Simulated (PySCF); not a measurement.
Predicted microwave data (PBE0/pcSseg-1 in PySCF (dipole) on a GFN2-xTB geometry, gas phase) for one isomer of C6H10O2Si2:

| Item | Value |
| --- | --- |
| Rotational constants | A = 1215, B = 925.4, C = 531.8 MHz |
| Dipole components | \|μa\| = 0.50 D, \|μb\| = 1.99 D, \|μc\| = 0.00 D |
| Inertial defect | -11.67 u·Å² |
| κ | 0.15 |

Question: Which candidate fits, each taken in the one conformer that was computed?
A. `[CH:1]#[C:2][SiH2:3][Si@H:4]1[CH2:5][C@@H:6]([C:7](=[O:8])[OH:9])[CH2:10]1` with C2–Si3–Si4–C5 138°, C5–C6–C7–O8 53°, C6–C7–O9–H 180°, Si3–Si4–C5–C6 94°, Si4–C5–C6–C7 -91°, C5–C6–C10–Si4 -21°, Si3–Si4–C10–C6 -95°
B. `[SiH3:1][O:2][c:3]1[cH:4][cH:5][cH:6][cH:7][c:8]1[O:9][SiH3:10]` with Si1–O2–C3–C4 180°, C7–C8–O9–Si10 0°

Answer: B. It is [SiH3]Oc1ccccc1O[SiH3], an asymmetric top, point group Cs. The candidates at the same level (rigid rotor, commonest isotopes):

| SMILES | A (MHz) | B (MHz) | C (MHz) | μa (D) | μb (D) | μc (D) | Δ (u·Å²) | point group | rotor |
| --- | --- | --- | --- | --- | --- | --- | --- | --- | --- |
| [SiH3]Oc1ccccc1O[SiH3] | 1215 | 925.4 | 531.8 | 0.50 | 1.99 | 0.00 | -11.67 | Cs | asymmetric top |
| C#C[SiH2][Si@H]1C[C@@H](C(=O)O)C1 | 2126 | 552.7 | 479.2 | 2.09 | 0.56 | 0.00 | -97.42 | Cs | near-prolate asymmetric top |

`C#C[SiH2][Si@H]1C[C@@H](C(=O)O)C1` has A 75 % too high. In the right answer the mirror of this Cs structure is the ab plane, so μc vanishes by symmetry. No structure here is proved a minimum.
